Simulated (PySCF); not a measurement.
Working out the ionisation energy of F(2+)

F(2+) [He] 2s2 2p3 (4S) → F(3+) [He] 2s2 2p2 (3P). All numbers are calculated (PySCF 2.14, the spin-free X2C one-electron Hamiltonian (Gaussian nucleus), in dyall-acv3z). Frozen: 1s2; the 19 highest virtual orbitals dropped. Energies in hartree (1 hartree = 27.21139 eV):

```tsv
part	F(2+) (lower)	F(3+) (upper)
UHF	-97.701943	-95.414326
CCSD correlation	-0.118966	-0.105316
(T)	-0.001297	-0.001203
```

Question: What does Hartree-Fock give?

Answer: (-95.414326) − (-97.701943) = 2.287617 hartree = 62.249 eV.

Question: What do CCSD and CCSD(T) give?

Answer: The CCSD correlation energies differ by 0.013650 hartree = 0.371 eV and the triples by 0.000094 hartree = 0.003 eV, so CCSD gives 62.620 eV and CCSD(T) 62.623 eV.

A first-order spin-orbit estimate adds -0.054 eV to CCSD(T) (valence), giving 62.569 eV against 62.708 eV (semi-empirical (NIST evaluation); NIST Atomic Spectra Database, ionization energies).

What remains against the reference includes basis incompleteness, the frozen core and higher excitations.
